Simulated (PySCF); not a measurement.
H₄SSiTe, SMILES [SiH3][Te]S.

The structure is a stationary point at r2SCAN-D4/def2-SVP. The def2 effective core potentials stand for the cores of Te; spin–orbit coupling is left out. The values are those of a single conformer.

Method: r2SCAN-D4/def2-SVP run with PySCF 2.14.0.

Frequencies are harmonic and unscaled.

```csv
mode,ν (cm⁻¹),IR (km/mol),Raman (Å⁴/amu),depolarisation,moving atoms (share of kinetic energy)
1,93,0.3,5.0,0.65,"S 41 %, Si 33 %, Te 14 %, H 12 %"
2,136,0.2,0.1,0.66,H 96 %
3,250,19.6,6.9,0.74,H 96 %
4,327,3.1,14.0,0.38,"Si 66 %, Te 20 %, H 8 %"
5,344,5.1,18.6,0.16,"S 73 %, Te 19 %"
6,544,6.3,17.3,0.75,"H 87 %, Si 11 %"
7,552,5.6,17.3,0.75,H 92 %
8,761,2.1,16.3,0.59,H 97 %
9,872,371.4,13.8,0.44,H 92 %
10,919,41.0,25.6,0.75,H 97 %
11,940,40.5,22.1,0.75,H 97 %
12,2212,94.3,300.6,0.07,H 98 %
13,2231,75.4,130.4,0.56,H 96 %
14,2240,74.5,113.3,0.60,H 96 %
15,2671,0.2,138.6,0.27,H 97 %
```
